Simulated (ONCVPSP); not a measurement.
**B (Z = 5): excitation energies, all-electron against ONCV**

```
Element                 : boron (B)
Generator               : ONCVPSP 4.0.1
Type                    : optimised norm-conserving Vanderbilt (ONCV)
Functional              : PBE
Relativity              : scalar-relativistic
Frozen core             : [He]
Valence charge          : 3
Reference configuration : 2s2 (charge +1)
Partial waves           : 2s: rc 1.15 bohr, ncon 5, nbas 8, qcut 5.8 1/bohr, 2 projectors, debl 2 Ha; p scattering state at 0.21 Ha: rc 1.15 bohr, ncon 3, nbas 6, qcut 6 1/bohr, 2 projectors, debl 1.2 Ha
Local potential         : polynomial inside 1.15 bohr (lpopt 5, dvloc0 0 Ha)
Core correction         : Teter function, fcfact 4.5, rcfact 1.1
```

In the p channel the program set the typed energies aside and used 0.050, 1.250 Ha.

Energies are relative to the spin-unpolarised reference configuration 2s2; without spin polarisation the order of configurations can differ from experiment.

```tsv
valence configuration	charge	ΔE all-electron (eV)	error AE − PS (meV)
2s2 2p1	0	-8.219	+26
2s1 2p2	0	-2.369	+61
```

Question: What are ΔE and the potential's error for 2s2 2p0.5?

Answer: ΔE = -5.332 eV all-electron; the error (AE − PS) is +11 meV.

Question: What are ΔE and the potential's error for 2s1?

Answer: ΔE = 25.422 eV all-electron; the error (AE − PS) is +30 meV.
